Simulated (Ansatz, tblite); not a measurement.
Cost and result up the ladder for Ga₉Sb₁₀H₂₆⁺, a nanocrystal cut from wurtzite GaSb (hydrogen-capped) (45 atoms). The state is a singlet with charge 1. Geometry: r2SCAN-D4/def2-SVP.

```xyz
45

Sb    1.790   -4.125   -0.803
Ga    3.101   -4.211    1.617
Sb   -0.576   -1.933   -3.924
Ga   -3.130   -1.173   -4.418
Ga    0.681   -1.852   -1.578
Sb   -1.031   -1.151    0.324
Sb    2.636   -1.637    2.262
Ga    0.089   -1.107    2.782
Sb   -3.366    0.911   -2.703
Ga   -2.242    1.127   -0.299
Sb   -3.901    1.673    1.688
Sb   -0.336    1.393    3.562
Ga   -2.893    1.901    4.240
Sb    2.436    0.108   -1.608
Ga    3.847    0.095    0.668
Ga    1.044    2.165   -2.653
Sb   -0.282    2.878   -0.419
Sb    3.286    2.485    1.720
Ga    0.747    3.255    2.025
H     0.574   -5.297   -0.985
H     2.741   -4.595   -2.129
H     2.197   -5.128    2.490
H     4.595   -4.385    1.217
H    -0.440   -3.551   -4.425
H     0.529   -1.276   -5.030
H    -3.972   -2.293   -3.737
H    -3.189   -0.611   -5.863
H    -2.250   -2.340    0.310
H     3.409   -1.385    3.757
H    -0.605   -2.175    3.685
H    -5.027    1.126   -2.417
H    -3.084    2.408   -3.448
H    -5.167    0.552    1.530
H    -4.756    3.038    1.150
H     0.561    1.518    5.004
H    -3.482    0.664    4.977
H    -3.055    3.414    4.562
H     3.530   -0.430   -2.795
H     5.370   -0.122    0.420
H    -0.068    1.442   -3.512
H     1.981    3.299   -3.155
H    -1.126    4.315   -0.756
H     4.048    2.583    3.234
H     4.174    3.696    0.929
H     0.608    4.732    2.504
```

Ansatz on 11 threads of AMD EPYC 7R13 on a shared host and a whole NVIDIA H100 80GB HBM3; xTB runs through tblite on one thread. Times are rough, summed over both states, and most runs start from the orbitals of an earlier one. PBE0-D4/def2-TZVP serves as the yardstick here, not as an exact answer. The other state is a doublet.

In the def2 sets Sb takes a core potential; there is no spin–orbit coupling. The xTB rows come from tblite. B3LYP takes the VWN-RPA correlation. Single mean-field runs in def2-TZVP are fitted with def2-universal-jkfit.

Raw xTB energies of ions are shifted by several eV.

| level | functions | wall time |
| --- | --- | --- |
| GFN1-xTB | 223 | 0.76 s |
| PBE-D4/def2-TZVP | 1088 | 17 s |
| B3LYP-D4/def2-TZVP | 1088 | 31 s |
| PBE0-D4/def2-TZVP (with forces) | 1088 | 35 s |

(1) Estimate what each level gives for the vertical IE (eV).

Answers

(1) 
```json
{"level": "GFN1-xTB", "vertical IE (eV)": "14.21", "difference from PBE0-D4/def2-TZVP (eV)": "4.06"}
{"level": "PBE-D4/def2-TZVP", "vertical IE (eV)": "9.74", "difference from PBE0-D4/def2-TZVP (eV)": "-0.41"}
{"level": "B3LYP-D4/def2-TZVP", "vertical IE (eV)": "10.12", "difference from PBE0-D4/def2-TZVP (eV)": "-0.03"}
{"level": "PBE0-D4/def2-TZVP (with forces)", "vertical IE (eV)": "10.15", "difference from PBE0-D4/def2-TZVP (eV)": "0.00"}
```
